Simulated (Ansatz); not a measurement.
MgF, multiplicity 2 (the spin of the measured ground state), most abundant isotopes (18.9984 and 23.9850 u). Constants from fifth-degree fits in 1/R to seven points on the lowest solution found; no spin–orbit coupling, no relativity up to Kr; ω_e x_e and α_e move by some per cent with the fit.

Correlated levels freeze the inner cores; with def2 sets outer-core shells near the valence are correlated too.

Programs: Ansatz (Gaussian basis) for Hartree–Fock, density functionals and correlated methods. Each number belongs to the level named beside it.

```
level               r_e (Å)  ω_e (cm⁻¹)  ω_e x_e (cm⁻¹)  α_e (cm⁻¹)
------------------  -------  ----------  --------------  ----------
PBE/def2-TZVPP       1.7837       670.3            4.01     0.00463
CCSD(T)/def2-QZVPP   1.7511       728.6            4.57     0.00473
```

D_e from total energies of the atoms and the molecule: 4.68 eV at PBE/def2-TZVPP; 4.55 eV at CCSD(T)/def2-QZVPP.

Question: Derive the rotational constants, the centrifugal constant, the fundamental, the zero-point energy and the force constant, and test the Morse rule for the well depth.

Answer: 
μ = 10.60123 u.
- PBE/def2-TZVPP: B_e = 16.8576/(μ r_e²) = 0.49981 cm⁻¹; B₀ = B_e − α_e/2 = 0.49749 cm⁻¹; D = 4B_e³/ω_e² = 1.11e-06 cm⁻¹; fundamental ω_e − 2ω_e x_e = 662 cm⁻¹; zero-point energy ω_e/2 − ω_e x_e/4 = 334 cm⁻¹; k = μ(2πcω_e)² = 281 N/m; a Morse well would hold ω_e²/(4ω_e x_e) = 3.47 eV against the computed D_e of 4.68 eV
- CCSD(T)/def2-QZVPP: B_e = 16.8576/(μ r_e²) = 0.51856 cm⁻¹; B₀ = B_e − α_e/2 = 0.51620 cm⁻¹; D = 4B_e³/ω_e² = 1.05e-06 cm⁻¹; fundamental ω_e − 2ω_e x_e = 719 cm⁻¹; zero-point energy ω_e/2 − ω_e x_e/4 = 363 cm⁻¹; k = μ(2πcω_e)² = 332 N/m; a Morse well would hold ω_e²/(4ω_e x_e) = 3.60 eV against the computed D_e of 4.55 eV

Measured for the ground state: r_e 1.75 Å [NIST CCCBDB].

Ansatz is a program for electronic structure.
